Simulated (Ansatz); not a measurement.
SiH₄SO₂ (SMILES [SiH4].O=S=O), closed shell: a trajectory.

in.yaml

```yaml
crystal:
  periodic: [false, false, false]
  atoms:
    - {symbol: Si, position_ang: [-0.095697, -0.061762, -1.437030]}
    - {symbol: H, position_ang: [0.208940, -0.201157, -2.885720]}
    - {symbol: H, position_ang: [1.172730, -0.097771, -0.668073]}
    - {symbol: H, position_ang: [-0.970158, -1.185467, -1.017808]}
    - {symbol: H, position_ang: [-0.788667, 1.230205, -1.208912]}
    - {symbol: O, position_ang: [-0.946891, 0.215338, 1.816611]}
    - {symbol: S, position_ang: [0.014719, 0.070025, 2.867832]}
    - {symbol: O, position_ang: [1.405024, 0.030389, 2.532899]}
basis:
  gaussian: {orbitals: def2-SVP}
hamiltonian: {xc: pbe0, dispersion: d4}
md: {n_steps: 30, timestep: 0.75, temperature: 300, ensemble: nvt_langevin, seed: 695, friction: 0.01, initial_velocities: maxwell_boltzmann}
```

Command:

```bash
ansatz run in.yaml --threads 4 --pin off --events-out ev --progress --plain --max-ram 9574MiB
```

The run's output (Ansatz 0.2.0):

```
Functional definition: PBE0
  name "PBE0"
  cite "Adamo & Barone, J. Chem. Phys. 110, 6158 (1999) doi:10.1063/1.478522"
  cite "Perdew, Burke & Ernzerhof, Phys. Rev. Lett. 77, 3865 (1996) doi:10.1103/PhysRevLett.77.3865"
  parent pbe
  parameter a = 0.25
  parameter kappa = 0.804
  parameter beta = 0.06672455060314922
  exchange = (1 - a)*pbe_x(kappa = kappa, mu = beta*pi^2/3) + a*exact_x
  correlation = pbe_c(beta = beta)
850 factors; integrals over basis functions are off by at most 3.6e-4 eV
mean field evaluation 1: about -22842.4446 eV, gradient 6.2e1 eV
mean field evaluation 2: about -22826.7970 eV, gradient 1.1e2 eV
mean field evaluation 4: about -22849.4031 eV, gradient 2.8e0 eV
mean field evaluation 8: about -22849.4498 eV, gradient 1.6e-1 eV
mean field -22849.44989282 eV, -839.7017956476 hartree, gradient 4.5e-5 eV, S^2 0.000000; 0 other end points of the search recorded, 0 dependent functions left out
the calculation of the forces begins
reference -22849.44991544 eV, -839.7017964791 hartree; 25, 25 occupied and 59, 59 virtual orbitals, 850 factors
md step     0: t =     0.00 fs  T =   262.5 K  F+E_penalty+E_count = -22849.56114421 eV  E_kin = 0.271446 eV  (26 SCF iters)
md step     1: t =     0.75 fs  T =   245.9 K  F+E_penalty+E_count = -22849.55261261 eV  E_kin = 0.254274 eV  (31 SCF iters, 3 dispersion substeps)
md step     2: t =     1.50 fs  T =   224.2 K  F+E_penalty+E_count = -22849.53479603 eV  E_kin = 0.231872 eV  (31 SCF iters, 3 dispersion substeps)
md step     3: t =     2.25 fs  T =   216.1 K  F+E_penalty+E_count = -22849.51174468 eV  E_kin = 0.223421 eV  (31 SCF iters, 3 dispersion substeps)
md step     4: t =     3.00 fs  T =   191.4 K  F+E_penalty+E_count = -22849.49067859 eV  E_kin = 0.197933 eV  (31 SCF iters, 3 dispersion substeps)
md step     5: t =     3.75 fs  T =   169.0 K  F+E_penalty+E_count = -22849.47770660 eV  E_kin = 0.174808 eV  (32 SCF iters, 3 dispersion substeps)
md step     6: t =     4.50 fs  T =   184.8 K  F+E_penalty+E_count = -22849.47339998 eV  E_kin = 0.191082 eV  (32 SCF iters, 3 dispersion substeps)
md step     7: t =     5.25 fs  T =   193.4 K  F+E_penalty+E_count = -22849.47557051 eV  E_kin = 0.199958 eV  (32 SCF iters, 3 dispersion substeps)
md step     8: t =     6.00 fs  T =   179.6 K  F+E_penalty+E_count = -22849.48001502 eV  E_kin = 0.185766 eV  (32 SCF iters, 3 dispersion substeps)
md step     9: t =     6.75 fs  T =   202.4 K  F+E_penalty+E_count = -22849.48505351 eV  E_kin = 0.209286 eV  (30 SCF iters, 3 dispersion substeps)
md step    10: t =     7.50 fs  T =   188.8 K  F+E_penalty+E_count = -22849.48885992 eV  E_kin = 0.195286 eV  (30 SCF iters, 3 dispersion substeps)
md step    11: t =     8.25 fs  T =   198.2 K  F+E_penalty+E_count = -22849.49030503 eV  E_kin = 0.204927 eV  (31 SCF iters, 3 dispersion substeps)
md step    12: t =     9.00 fs  T =   195.1 K  F+E_penalty+E_count = -22849.48652802 eV  E_kin = 0.201704 eV  (31 SCF iters, 3 dispersion substeps)
md step    13: t =     9.75 fs  T =   190.3 K  F+E_penalty+E_count = -22849.47488278 eV  E_kin = 0.196766 eV  (31 SCF iters, 3 dispersion substeps)
md step    14: t =    10.50 fs  T =   177.6 K  F+E_penalty+E_count = -22849.45916290 eV  E_kin = 0.183684 eV  (31 SCF iters, 3 dispersion substeps)
md step    15: t =    11.25 fs  T =   157.0 K  F+E_penalty+E_count = -22849.44572208 eV  E_kin = 0.162330 eV  (32 SCF iters, 3 dispersion substeps)
md step    16: t =    12.00 fs  T =   179.9 K  F+E_penalty+E_count = -22849.43935648 eV  E_kin = 0.186079 eV  (26 SCF iters, 3 dispersion substeps)
md step    17: t =    12.75 fs  T =   187.3 K  F+E_penalty+E_count = -22849.44449749 eV  E_kin = 0.193676 eV  (32 SCF iters, 3 dispersion substeps)
md step    18: t =    13.50 fs  T =   195.4 K  F+E_penalty+E_count = -22849.45690799 eV  E_kin = 0.202110 eV  (31 SCF iters, 3 dispersion substeps)
md step    19: t =    14.25 fs  T =   205.0 K  F+E_penalty+E_count = -22849.46953920 eV  E_kin = 0.211979 eV  (31 SCF iters, 3 dispersion substeps)
md step    20: t =    15.00 fs  T =   222.5 K  F+E_penalty+E_count = -22849.47720048 eV  E_kin = 0.230094 eV  (31 SCF iters, 3 dispersion substeps)
md step    21: t =    15.75 fs  T =   225.1 K  F+E_penalty+E_count = -22849.47683981 eV  E_kin = 0.232811 eV  (31 SCF iters, 3 dispersion substeps)
md step    22: t =    16.50 fs  T =   238.8 K  F+E_penalty+E_count = -22849.47207786 eV  E_kin = 0.246977 eV  (32 SCF iters, 3 dispersion substeps)
md step    23: t =    17.25 fs  T =   233.4 K  F+E_penalty+E_count = -22849.46877992 eV  E_kin = 0.241351 eV  (32 SCF iters, 3 dispersion substeps)
md step    24: t =    18.00 fs  T =   237.5 K  F+E_penalty+E_count = -22849.47207521 eV  E_kin = 0.245642 eV  (31 SCF iters, 3 dispersion substeps)
md step    25: t =    18.75 fs  T =   247.1 K  F+E_penalty+E_count = -22849.48082187 eV  E_kin = 0.255523 eV  (31 SCF iters, 3 dispersion substeps)
md step    26: t =    19.50 fs  T =   250.3 K  F+E_penalty+E_count = -22849.49360374 eV  E_kin = 0.258829 eV  (31 SCF iters, 3 dispersion substeps)
md step    27: t =    20.25 fs  T =   273.8 K  F+E_penalty+E_count = -22849.50721628 eV  E_kin = 0.283161 eV  (31 SCF iters, 3 dispersion substeps)
md step    28: t =    21.00 fs  T =   297.3 K  F+E_penalty+E_count = -22849.51734624 eV  E_kin = 0.307426 eV  (31 SCF iters, 3 dispersion substeps)
md step    29: t =    21.75 fs  T =   319.5 K  F+E_penalty+E_count = -22849.52091769 eV  E_kin = 0.330366 eV  (31 SCF iters, 3 dispersion substeps)
md step    30: t =    22.50 fs  T =   311.3 K  F+E_penalty+E_count = -22849.51716064 eV  E_kin = 0.321868 eV  (27 SCF iters, 3 dispersion substeps)
Total energy: -22849.51718324 eV, -839.7042685249 hartree
Atom 0 at    -0.143228     0.030264    -1.474803 Å, force    -0.206309     0.942930     0.420497 eV/Å
Atom 1 at     0.184511    -0.157235    -2.946879 Å, force    -0.065956    -0.088972     0.516877 eV/Å
Atom 2 at     1.047843    -0.102243    -0.557583 Å, force    -0.084674    -0.026726    -0.406287 eV/Å
Atom 3 at    -1.199312    -0.878214    -0.949317 Å, force     0.000656    -0.247141    -0.278996 eV/Å
Atom 4 at    -0.719680     1.443397    -1.273434 Å, force     0.360248    -0.594147    -0.219188 eV/Å
Atom 5 at    -0.915349     0.193126     1.805329 Å, force     0.229286    -0.013138     0.312138 eV/Å
Atom 6 at     0.044098     0.076342     2.901448 Å, force     0.452619    -0.061587    -0.523709 eV/Å
Atom 7 at     1.458851    -0.105449     2.566149 Å, force    -0.685871     0.088782     0.178668 eV/Å
Dipole moment:    -0.098459    -0.023241     0.424081 e Å

[the SCF lines of later steps are left out]
```

Hardware: 4 CPU threads of an Arm Neoverse V2, shared host. Wall time about 28 s.
